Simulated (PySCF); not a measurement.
**Assigning NMR signals**

Geometry:
| atom | x (Å) | y (Å) | z (Å) |
| --- | --- | --- | --- |
| C1 | -3.003 | -0.827 | 0.105 |
| O2 | -1.903 | -0.179 | 0.689 |
| C3 | -0.756 | -0.069 | -0.153 |
| C4 | -0.958 | 0.907 | -1.309 |
| Si5 | 0.640 | 0.462 | 1.033 |
| N6 | 0.802 | -0.840 | 2.144 |
| O7 | 2.039 | 0.627 | 0.227 |
| Si8 | 3.393 | 0.251 | -0.570 |
| H9 | -2.713 | -1.804 | -0.305 |
| H10 | -3.457 | -0.231 | -0.694 |
| H11 | -3.735 | -0.972 | 0.899 |
| H12 | -0.541 | -1.064 | -0.576 |
| H13 | -1.318 | 1.859 | -0.928 |
| H14 | -0.004 | 1.068 | -1.806 |
| H15 | -1.670 | 0.530 | -2.043 |
| H16 | 0.414 | 1.807 | 1.564 |
| H17 | -0.045 | -1.206 | 2.548 |
| H18 | 1.532 | -0.803 | 2.837 |
| H19 | 3.245 | -1.056 | -1.212 |
| H20 | 4.476 | 0.239 | 0.413 |
| H21 | 3.553 | 1.319 | -1.557 |

All values are calculated (PySCF): geometry from GFN2-xTB, shielding tensors at PBE0/pcSseg-1 (GIAO). Single conformer, isolated molecule, averaged over atoms made equivalent by symmetry, fast rotation or ring inversion, no relativistic terms.

Scale: TMS for 13C (σref 186.93) and 1H (σref 31.72) (reference shieldings calculated alike).

Q: Assign these signals to the numbered atoms. 13C{1H} NMR (computed): δ 74.7, 59.6, 14.0.

A: 
74.7 → C3, sp3 CH bonded to O and Si: pulled downfield by the heteroatom
59.6 → C1, methyl carbon bonded to O: pulled downfield by the heteroatom
14.0 → C4, methyl carbon: aliphatic region, no heteroatom directly attached

Q: Assign these signals to the numbered atoms. 1H NMR (600 MHz, computed): δ 5.17 (s, 3H), 4.94 (d, 1H), 3.50 (s, 3H), 3.00 (m, 1H), 1.30 (d, 3H), 0.78 (br s, 2H).

A: 
```tsv
δ (ppm)	atoms	environment	reason
5.17	H19/H20/H21	hydrogen on a silicon bonded to O	–
4.94	H16	hydrogen on a silicon bonded to C, N, O	–
3.50	H9/H10/H11	hydrogen on a methyl carbon bonded to O	its carbon carries O, an electronegative neighbour
3.00	H12	hydrogen on an sp3 CH bonded to O and Si	its carbon carries O, which withdraws density
1.30	H13/H14/H15	hydrogen on a methyl carbon	–
0.78	H17/H18	hydrogen on a nitrogen bonded to Si	exchangeable, gas-phase position
```

Exchangeable OH/NH protons stand at their gas-phase positions; hydrogen bonding in a real sample shifts them, mostly to higher δ. Shifts are as computed. Against solution values, carbons near 30 ppm lie about +3 ppm off and those near 130 ppm about +5 ppm. Of 1309 compounds with measured shifts, 239 miss one by over three times the rms of a fit or turn the order of signals round; such compounds aren't used in these exercises. Multiplicities follow the n + 1 count of equivalent neighbours, as no J values were calculated; m marks all less simple cases, F and P coupling included.
